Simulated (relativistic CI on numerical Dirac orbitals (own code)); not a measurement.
## Ce2+: calculation against measurement

Method of calculation: Dirac-Coulomb-Breit CI, separate exchange-only KLI orbitals for each configuration, model QED (radiative potential, 1s self-energy scaled to tabulated hydrogen-like ionisation energies), valence Slater integrals scaled by 0.85, P86 correlation energy added to each configuration (own radial code, finite nucleus).

CI space (outside the closed core [Xe]): 4f2, 4f.6s, 5d2, 4f.6p, 5d.6s, 4f.6d, 4f.7s, 6s2, 5d.6p, 4f.5f, 4f.7p, 5d.5f, 6s.6p, 4f.7d, 4f.5g, 4f.6f. The list is cut by size and lacks configurations that can hold low levels.

| Configuration | Term (tabulated) | J | Measured (cm⁻¹) | Computed | Error | Purity (%) |
| --- | --- | --- | --- | --- | --- | --- |
| 4f2 | 3H | 4 | 0.0 | 0 | 0 | 96 |
| 4f2 | 3H | 5 | 1528.3 | 1399 | -130 | 99 |
| 4f2 | 3H | 6 | 3127.1 | 2870 | -257 | 99 |
| 4f2 | 3F | 2 | 3762.8 | 3969 | 206 | 95 |
| 4f2 | 3F | 3 | 4764.8 | 4868 | 103 | 97 |
| 4f2 | 1D | 2 | 12835.1 | 13738 | 903 | 85 |
| 4f2 | 3P | 0 | 16072.0 | 17204 | 1132 | 87 |
| 4f2 | 3P | 1 | 16523.7 | 17641 | 1117 | 88 |
| 4f2 | 3P | 2 | 17317.5 | 18376 | 1058 | 84 |
| 4f2 | 1I | 6 | 17420.6 | 19072 | 1651 | 100 |
| 4f.6s | (5/2,1/2)° | 2 | 19236.2 | 15878 | -3359 | 100 |
| 4f2 | 1S | 0 | 32838.6 | 32581 | -257 | 67 |
| 5d2 | 3F | 2 | 40440.2 | 32242 | -8198 | 95 |
| 5d2 | 3F | 3 | 41938.5 | 33432 | -8507 | 97 |
| 5d2 | 3F | 4 | 43517.5 | 34775 | -8742 | 96 |
| 5d2 | 1D | 2 | 46889.8 | 39868 | -7022 | 76 |
| 5d2 | 3P | 0 | 48076.0 | 42289 | -5787 | 87 |
| 4f.6p | (5/2,1/2) | 3 | 48267.0 | 43791 | -4476 | 48 |
| 5d2 | 3P | 1 | 48674.1 | 42666 | -6008 | 88 |
| 4f.6p | (7/2,1/2) | 3 | 50375.0 | 45373 | -5002 | 46 |
| 4f.6p | (5/2,3/2) † | 3 | 51262.2 | 46312 | -4950 | 47 |
| 4f.6p | (5/2,3/2) † | 1 | 51932.3 | 46069 | -5863 | 84 |
| 4f.6p | (7/2,3/2) | 3 | 53616.0 | 48035 | -5581 | 41 |
| 4f.6p | (7/2,3/2) | 5 | 54193.8 | 49321 | -4873 | 100 |
| 5d.6s | 3D | 1 | 63335.4 | 58175 | -5161 | 84 |
| 5d.6s | 3D | 2 | 64010.7 | 58787 | -5224 | 83 |
| 5d.6s | 3D | 3 | 65550.7 | 60033 | -5518 | 86 |
| 5d.6s | 1D | 2 | 70433.1 | 66240 | -4193 | 83 |

Measured levels from Martin, Zalubas and Hagan, Atomic Energy Levels: The Rare-Earth Elements, NSRDS-NBS 60 (1978); pairs were made by configuration, J and term (by order where the table uses no LS term), so strongly mixed levels may be paired wrongly.

Mean error by configuration (cm⁻¹): 4f2 553; 4f.6s -3359; 5d2 -7378; 4f.6p -4983; 5d.6s -5024. Over the excited levels the mean absolute error is 3779 cm⁻¹ (27 of the 64 excited levels that our extract of the source holds in range could be paired, and the others can miss by more), and the median relative error of those above 1,000 cm⁻¹ is 8.5 %. Some levels of the ground configuration have no partner. † marks terms whose computed intervals miss the measured ones by more than a factor of 2.5, or configurations far off the rest, from wrong mixing, a near crossing or a doubtful label or measurement; they are left out of the means.
